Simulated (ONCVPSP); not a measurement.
O (Z = 8), ONCV: configuration errors across variants

* Element: O (Z = 8)
* Generator: ONCVPSP 4.0.1
* Type: optimised norm-conserving Vanderbilt (ONCV)
* Functional: PBE
* Relativity: scalar-relativistic
* Frozen core: [He]
* Valence charge: 6
* Reference configuration: 2s2 2p3.5 (charge +0.5)
* Partial waves: 2s: rc 0.80 bohr, ncon 3, nbas 6, qcut 8.5 1/bohr, 2 projectors, debl 3.7 Ha; 2p: rc 1.30 bohr, ncon 4, nbas 7, qcut 10.7 1/bohr, 3 projectors, debl 1.3 Ha; d scattering state at 0.07 Ha: rc 1.05 bohr, ncon 4, nbas 9, qcut 9.8 1/bohr, 2 projectors, debl 1.3 Ha
* Local potential: polynomial inside 0.50 bohr (lpopt 3, dvloc0 0 Ha)
* Core correction: Teter function, fcfact 4, rcfact 1.05

All-electron excitation energies from the reference (eV): (1) 2s2 2p4 -6.286; (2) 2s2 2p3 10.145; (3) 2s2 2p2 43.731; (4) 2s2 2p0 174.504.

1 further variants failed, have other tests or another functional or relativity, and are left out.

Errors AE − PS in meV (a dash: test not solved or not reliable):

| change | (1) | (2) | (3) | (4) | bound ghosts | GHOST(+) flags above zero |
| --- | --- | --- | --- | --- | --- | --- |
| base | +2.2 | +3.8 | +77 | +1317 | none | none |
| core correction Teter function, fcfact 4, rcfact 1.18 | +2.2 | +3.9 | +77 | +1303 | none | none |
| s: debl 4.8 | +2.2 | +3.8 | +77 | +1317 | none | none |

(1) Give the same row for: all radii but the core radius scaled by about 0.77 (s 0.62, p 1.00, d 0.80 bohr); local potential polynomial inside 0.38 bohr (lpopt 3, dvloc0 0 Ha).

Answers

(1) +1.2, +1.3, +36, +800; bound ghosts: none; GHOST(+) flags above zero: s, d.
